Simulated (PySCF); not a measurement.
Cl2Sn, charge +1, doublet, at a GFN2-xTB geometry (such geometries of metal compounds can be far from the true shape) (a state made from the parent by changing its charge; the spin is typed, not shown lowest) (all electrons, no relativity). Base run: HF/STO-3G (PySCF).

Here is a job for PySCF.
```python
from pyscf import gto, scf

mol = gto.Mole()
mol.atom = '''
    Sn    0.00755256   -0.00709993    0.44602132
    Cl    1.31419946    1.64977004   -0.65225992
    Cl   -1.33641287   -1.62888789   -0.65956749
'''
mol.basis = 'sto-3g'
mol.charge = 1
mol.spin = 1
mol.verbose = 4
mol.build()

mf = scf.UHF(mol)
mf.kernel()
mo_i, mo_e, stable_i, stable_e = mf.stability(internal=True, external=True, return_status=True, nroots=6, tol=1e-6)
print('internally stable:', stable_i, ' externally stable:', stable_e)
if not stable_i:
    umf = mf.copy()
    umf.scf_summary = {}
    umf.kernel(umf.make_rdm1(mo_i, mf.mo_occ))
mf.analyze()
```

The bond that is stretched is that between atoms 2 and 1. A test that says stable can miss a lower solution.

The base run was repeated with changes; each row names its change, and settings that it needs were set with it.

| change | ΔE vs base (kcal/mol) | <S^2> | E after following the instability (Eh) | <S^2> there | stability test says |
|---|---|---|---|---|---|
| base | 0.000 | 0.765 | - | - | stable |
| bond × 1.25 | 31.02 | 0.897 | - | - | stable |
| bond × 1.5 | 36.33 | 0.782 | -6872.28682 | 0.75 | internal instability |
| bond × 1.8 | 33.69 | 0.750 | -6872.28540 | 0.75 | internal instability |
| bond × 2.2 | 34.12 | 0.750 | -6872.28463 | 0.75 | internal instability |
| bond × 3.0 | 34.38 | 0.750 | -6872.28417 | 0.75 | internal instability |

On stretching, the SCF can end on different states; <S^2> shows the spin contamination of each.
